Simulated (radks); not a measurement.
Spin polarisation of the 6s1 shell in Tl2+. Start: [Xe] 4f14 5d10 6s(up 0.5, down 0.5); electrons of 6s are moved from spin down to spin up, other shells keep equal spins. All-electron calculation, scalar-relativistic Kohn-Sham, BLYP, spin-polarised, spherical densities, point nucleus. Program: a radial shooting solver on a logarithmic mesh with Libxc functionals.

moment (Bohr magnetons) = 0: E - E(0) (eV) 0.000; e(6s up) (eV) -25.450; e(6s down) (eV) -25.450; 5d down minus up (eV) 0.000
moment (Bohr magnetons) = 0.25: E - E(0) (eV) -0.012; e(6s up) (eV) -25.546; e(6s down) (eV) -25.351; 5d down minus up (eV) 0.078
moment (Bohr magnetons) = 0.5: E - E(0) (eV) -0.048; e(6s up) (eV) -25.636; e(6s down) (eV) -25.251; 5d down minus up (eV) 0.155
moment (Bohr magnetons) = 0.75: E - E(0) (eV) -0.108; e(6s up) (eV) -25.720; e(6s down) (eV) -25.151; 5d down minus up (eV) 0.232
moment (Bohr magnetons) = 1: E - E(0) (eV) -0.190; e(6s up) (eV) -25.797; e(6s down) (eV) -25.055; 5d down minus up (eV) 0.307

At moment 1 the spin-polarisation energy is -0.190 eV and the 6s exchange splitting 0.742 eV, that is 0.742 eV per Bohr magneton; E = -I m^2/4 would give I = 0.760 eV.
